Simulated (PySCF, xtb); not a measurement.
In(Br)(NH2)2 (BrH4InN2), SMILES [NH2][In]([NH2])[Br]. The values are those of a single conformer.

Harmonic wavenumbers (cm⁻¹) from xtb 6.7.1 with GFN2-xTB at its own minimum, in rising order: 79, 97, 101, 135, 179, 237, 414, 462, 591, 622, 634, 690, 1449, 1461, 3350, 3355, 3381, 3386.

Q: What does B3LYP-D3(BJ)/def2-SVP in PySCF give at its own minimum? (The exact figures need the calculation; the answer reports its results.)

A: 90, 111, 123, 175, 234, 254, 435, 457, 597, 621, 768, 821, 1517, 1530, 3512, 3513, 3613, 3613. Paired by order, the mean absolute difference is 76 cm⁻¹ and the zero-point energies are 29.5 and 31.4 kcal/mol.
